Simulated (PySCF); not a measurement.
**Correlation energy of Ge¹⁸⁺ (germanium, charge +18)**

[Ne] 3s2 3p2, high-spin 3P determinant. Calculation: PySCF 2.14, in an even-tempered Gaussian basis (17 s from 1.5 bohr⁻², ratio 2.5; 11 p from 2 bohr⁻², ratio 2.5; 5 d from 9.5 bohr⁻², ratio 2.7; 4 f from 14 bohr⁻², ratio 2.7); no relativity, point nucleus. Frozen: 1s2; 12 electrons correlated; the 18 highest virtual orbitals of each spin left out.

| level | correlation energy (mhartree) |
| --- | --- |
| CCSD | -476.42 |
| (T) | -2.29 |
| CCSD(T) | -478.71 |

Diagnostics: T1 = 0.0018, D1 = 0.0076, largest double amplitude 0.086.

**Question.** Is a single reference adequate?

**Answer.** Mostly. T1 lies below 0.03, but a double amplitude of this size points to a near-degeneracy that CCSD handles and MP2 describes poorly.

At this charge a non-relativistic calculation is a model, useful for the Z dependence of the correlation energy.

Spin-orbit coupling is strong in this species, so the high-spin LS determinant is a model state.
